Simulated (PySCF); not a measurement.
Correlation energy of P (phosphorus, neutral)

[Ne] 3s2 3p3, high-spin 4S determinant. Calculation: PySCF 2.14, in aug-cc-pV(D+d)Z (5s4p3d, 32 functions); the non-relativistic Hamiltonian (point nucleus). Frozen: [Ne]; 5 electrons correlated.

```tsv
level	correlation energy (mhartree)
CCSD	-87.23
(T)	-1.70
CCSD(T)	-88.93
CCSDT	-89.37
```

Diagnostics: T1 = 0.0027, D1 = 0.0055, largest double amplitude 0.044.

Task: Is a single reference adequate?

Result: Yes: T1 lies below 0.03 and no double amplitude reaches 0.07.
